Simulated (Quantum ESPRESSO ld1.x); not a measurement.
The numbers below are computed, except where a source is named.
F, configuration [He] 2s2 2p4 3s1 (not the ground configuration). Code: ld1.x of Quantum ESPRESSO 7.5. Model: scalar-relativistic Kohn-Sham, BLYP, spin-unpolarised, spherical densities, point nucleus. Some entries of the table are withheld. Estimate them.

orbital,occ.,eigenvalue (hartree),r(max) (bohr)
1s,2,(1),0.115
2s,2,-1.48035,(2)
2p,4,-0.78581,0.678
3s,1,(3),(4)

Answer. 
(1) 1s eigenvalue (hartree): -24.9129
(2) 2s r(max) (bohr): 0.752
(3) 3s eigenvalue (hartree): -0.08849
(4) 3s r(max) (bohr): 3.61
